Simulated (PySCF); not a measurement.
Core-level binding energies of SiClMe3

Species: SiClMe3, C₃H₉ClSi.
Geometry (PBE0-D3(BJ)/def2-SVP, Å), atoms numbered from 1 in this order:
```xyz
14
C3H9ClSi angstrom
Si     0.003   -0.003    0.408
Cl     0.031   -0.001    2.503
C      1.780   -0.014   -0.173
H      2.329    0.855    0.221
H      1.823    0.022   -1.274
H      2.298   -0.926    0.161
C     -0.885    1.549   -0.139
H     -1.923    1.559    0.228
H     -0.909    1.610   -1.239
H     -0.379    2.448    0.244
C     -0.905   -1.544   -0.137
H     -1.942   -1.542    0.232
H     -0.409   -2.448    0.247
H     -0.931   -1.607   -1.237
```

The calculation used delta-SCF UKS SCAN, pcX-2 on the ionised atom, pcseg-1 elsewhere, spin-free X2C (PySCF 2.14.0). These are vertical core ionisation energies against the vacuum level, from separate self-consistent calculations with and without the core hole.

**Question.** Give the core binding energies atom by atom.

**Answer.** 
```
  atom(s)   bonded to     level  binding energy (eV)  2p1/2 (eV)  count
      Si1  Cl and 3 C  Si 2p3/2               107.00      107.63      1
      Si1  Cl and 3 C     Si 1s              1846.92           –      1
      Cl2          Si  Cl 2p3/2               205.31      206.96      1
      Cl2          Si     Cl 1s              2827.91           –      1
C3/C7/C11  3 H and Si      C 1s               290.28           –      3
```

**Question.** Which effective nuclear charge Zeff reproduces each element's mean 1s value in the hydrogen-like formula E = 13.606 eV × Zeff²?

**Answer.** C (Z = 6): mean 290.3 eV, Zeff = 4.62, Z − Zeff = 1.38; Si (Z = 14): mean 1846.9 eV, Zeff = 11.65, Z − Zeff = 2.35; Cl (Z = 17): mean 2827.9 eV, Zeff = 14.42, Z − Zeff = 2.58. Means run over the listed sites, weighted by atom count.

The first atom of each set that the bonding makes equivalent was ionised and stands for the set. Spin–orbit coupling isn't in the SCF: each 2p doublet comes from a relaxed spin-free hole plus a matrix of the shell (mean-field spin–orbit coupling and the ground-state 2p splitting), with 2p3/2 averaged over its two sublevels. 2p1/2 minus 2p3/2 (ligand field included): Si 0.63 eV, Cl 1.65 eV. Isolated species at its PBE0-D3(BJ)/def2-SVP geometry, gas phase.

The run took 73 s wall on one thread, Intel Xeon at 2.50 GHz (x86_64), shared host with 64 logical CPUs at a one-minute load of 63, and the process peaked at 0.56 GiB of memory.
